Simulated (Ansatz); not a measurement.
Relaxation of BClH$_{5}$NS (9 atoms, charge 0, multiplicity 1), to a largest force component of 0.03 eV/Å in at most 50 steps.

These are results of RKS PBE0-D4/6-31G* in Ansatz, not measurements.

```xyz
9
Properties=species:S:1:pos:R:3:forces:R:3
B 0.064 0.610 -0.224 -0.08 0.69 -0.10
Cl -0.045 -0.722 2.541 -0.12 1.02 0.19
N 1.310 0.137 -0.614 0.02 0.01 0.01
H 1.432 -0.811 -0.936 -0.01 0.00 0.00
H 2.176 0.644 -0.511 0.00 -0.01 0.00
H -0.926 -0.038 -0.364 0.00 0.01 0.00
S -0.200 2.332 0.459 0.15 -0.60 -0.11
H 1.092 2.726 0.512 -0.08 -0.02 -0.01
H -0.180 0.598 2.390 0.11 -1.08 0.03
```

**Question.** Where does it end, and by what steps?

**Answer.** The run converged. The force dipped under the threshold on the way, but the program's further checks kept it going. After 13 steps the energy has fallen by 0.165 eV; Cl2 moved furthest, 1.15 Å.

```json
{"step": "0", "energy less start (eV)": "0.0000", "largest force component (eV/Å)": "1.085", "accepted": "yes"}
{"step": "1", "energy less start (eV)": "-0.0660", "largest force component (eV/Å)": "1.073", "accepted": "yes"}
{"step": "2", "energy less start (eV)": "-0.1049", "largest force component (eV/Å)": "0.519", "accepted": "yes"}
{"step": "3", "energy less start (eV)": "-0.1304", "largest force component (eV/Å)": "0.511", "accepted": "yes"}
{"step": "4", "energy less start (eV)": "-0.1393", "largest force component (eV/Å)": "0.382", "accepted": "yes"}
{"step": "5", "energy less start (eV)": "-0.1558", "largest force component (eV/Å)": "0.094", "accepted": "yes"}
{"step": "6", "energy less start (eV)": "-0.1570", "largest force component (eV/Å)": "0.155", "accepted": "yes"}
{"step": "7", "energy less start (eV)": "-0.1598", "largest force component (eV/Å)": "0.201", "accepted": "yes"}
{"step": "8", "energy less start (eV)": "-0.1608", "largest force component (eV/Å)": "0.214", "accepted": "yes"}
{"step": "9", "energy less start (eV)": "-0.1640", "largest force component (eV/Å)": "0.069", "accepted": "yes"}
{"step": "10", "energy less start (eV)": "-0.1647", "largest force component (eV/Å)": "0.024", "accepted": "yes"}
{"step": "11", "energy less start (eV)": "-0.1650", "largest force component (eV/Å)": "0.046", "accepted": "yes"}
{"step": "12", "energy less start (eV)": "-0.1651", "largest force component (eV/Å)": "0.027", "accepted": "yes"}
{"step": "13", "energy less start (eV)": "-0.1652", "largest force component (eV/Å)": "0.030", "accepted": "yes"}
```

```xyz
9
Properties=species:S:1:pos:R:3
B 0.089 0.574 -0.496
Cl -0.081 -0.172 3.551
N 1.358 0.162 -0.882
H 1.491 -0.625 -1.500
H 2.220 0.579 -0.566
H -0.886 0.014 -0.897
S -0.231 1.975 0.639
H 1.042 2.353 0.875
H -0.279 0.616 2.530
```

Whether the end is a true minimum wasn't checked by a vibrational analysis.

Run time: 21 s on 1 thread of AMD EPYC 9R45 96-Core Processor (Zen 5) (shared host), peak memory 0.17 GiB.
